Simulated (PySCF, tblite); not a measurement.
Isomers of [C5H7F3O2P]- (charge -1), one GFN2-xTB conformer each. Single-point energies are computed at PBE0/pcSseg-1 (PySCF, gas phase, no added dispersion term), electronic only.

```
                        SMILES  GFN2-xTB relative energy (kJ/mol)
 O=[P@@]([O-])(CC(F)(F)F)C1CC1                                0.0
C/C=C/[P@@](=O)([O-])CC(F)(F)F                               23.7
 CC(C)[P@](=O)([O-])C(F)=C(F)F                               45.7
```

Conformers: `[O:1]=[P@@:2]([O-:3])([CH2:4][C:5]([F:6])([F:7])[F:8])[CH:9]1[CH2:10][CH2:11]1` (charge -1) with O1–P2–C4–C5 -168°, O1–P2–C9–C10 -32°; `[CH3:1]/[CH:2]=[CH:3]/[P@@:4](=[O:5])([O-:6])[CH2:7][C:8]([F:9])([F:10])[F:11]` (charge -1) with C2–C3–P4–O5 -10°, C3–P4–C7–C8 68°; `[CH3:1][CH:2]([CH3:3])[P@:4](=[O:5])([O-:6])[C:7]([F:8])=[C:9]([F:10])[F:11]` (charge -1) with C1–C2–P4–O5 -44°, C2–P4–C7–F8 11°.

Question: What does PBE0/pcSseg-1 give for the same structures?

Answer: 
| SMILES | PBE0/pcSseg-1 E (Eh) | PBE0/pcSseg-1 (kJ/mol) | GFN2-xTB (kJ/mol) | point group |
| --- | --- | --- | --- | --- |
| C/C=C/[P@@](=O)([O-])CC(F)(F)F | -985.31695 | 0.0 | 23.7 | C1 |
| O=[P@@]([O-])(CC(F)(F)F)C1CC1 | -985.31436 | 6.8 | 0.0 | C1 |
| CC(C)[P@](=O)([O-])C(F)=C(F)F | -985.27057 | 121.8 | 45.7 | C1 |

GFN2-xTB puts O=[P@@]([O-])(CC(F)(F)F)C1CC1 lowest instead; measured from each level's own lowest isomer, the values differ by up to 76.1 kJ/mol (CC(C)[P@](=O)([O-])C(F)=C(F)F: 45.7 against 121.8). Neighbours under 21 kJ/mol apart (C/C=C/[P@@](=O)([O-])CC(F)(F)F and O=[P@@]([O-])(CC(F)(F)F)C1CC1) can change places with a better method, another conformer or zero-point energy.

Question: What happens when harmonic zero-point energies from GFN2-xTB frequencies are added?

Answer: 
| SMILES | ZPE (kJ/mol) | electronic (kJ/mol) | with ZPE (kJ/mol) |
| --- | --- | --- | --- |
| C/C=C/[P@@](=O)([O-])CC(F)(F)F | 308.5 | 0.0 | 0.0 |
| O=[P@@]([O-])(CC(F)(F)F)C1CC1 | 313.5 | 6.8 | 11.8 |
| CC(C)[P@](=O)([O-])C(F)=C(F)F | 312.2 | 121.8 | 125.5 |

The zero-point energies span 5.0 kJ/mol. The order is unchanged.
